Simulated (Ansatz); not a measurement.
C$_{2}$H$_{8}$B$_{2}$FN (`BN(C)B(C)F`), relaxed with RKS PBE-D4/def2-SVP in Ansatz from a rough embedded geometry. The force threshold is 0.03 eV/Å; the program also tests the step.

Total charge 0; spin multiplicity 1.

Start:

```xyz
14

B    -0.556   -1.496   -0.926
N    -0.550   -0.125   -0.350
C    -0.472    0.888   -1.407
B     0.624    0.075    0.597
C     0.448    0.278    2.141
F     2.004   -0.070    0.045
H     0.356   -1.825   -1.675
H    -1.433   -2.221   -0.796
H     0.381    0.814   -2.041
H    -1.412    0.819   -2.062
H    -0.544    1.904   -0.945
H     0.868   -0.542    2.711
H    -0.618    0.294    2.317
H     0.903    1.208    2.393
```

**Question.** By how much does the energy fall, and how many steps does the optimiser take? (An estimate is asked.)

**Answer.** Computed: 2.53 eV, in 20 steps.

**Question.** Which bonds change most? (An estimate is asked.)

**Answer.** Computed: B4–F6 from 1.493 to 1.351 Å; B1–H8 from 1.145 to 1.213 Å; B1–N2 from 1.487 to 1.420 Å; N2–B4 from 1.521 to 1.455 Å.

**Question.** Give the relaxed structure. (Best estimate.)

**Answer.** Computed: 
```xyz
14

B    -1.005   -1.181   -0.573
N    -0.199   -0.012   -0.557
C    -0.009    0.771   -1.791
B     0.499    0.456    0.631
C     0.476   -0.181    2.064
F     1.263    1.556    0.448
H    -1.526   -1.524   -1.618
H    -1.162   -1.828    0.441
H     1.060    0.808   -2.083
H    -0.587    0.314   -2.615
H    -0.347    1.818   -1.655
H     1.443   -0.706    2.235
H    -0.335   -0.909    2.240
H     0.427    0.619    2.832
```
